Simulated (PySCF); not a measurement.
**Ne²⁺: excitation energy**

Ne²⁺ [He] 2s2 2p4 (3P) → Ne²⁺ [He] 2s2 2p3 3d1 (5D), as a difference of total energies. Computed with PySCF 2.14 in dyall-av3z, with scalar relativity by spin-free X2C-1e. Correlated levels: valence: 1s2 frozen; virtual orbitals above 40 to 60 times the deepest correlated orbital energy dropped. The calculations carry no spin-orbit coupling.

```
           method  excitation energy (cm⁻¹)
              UHF                    434440
    MP2 (valence)                    441400
SCS-MP2 (valence)                    443100
   CCSD (valence)                    441240
CCSD(T) (valence)                    441250
```

A first-order spin-orbit estimate (lowest level to lowest level, LS coupling) adds 0.037 eV.

The promoted electron is Rydberg-like, and one or two diffuse shells describe it only roughly, which tends to raise the upper state.
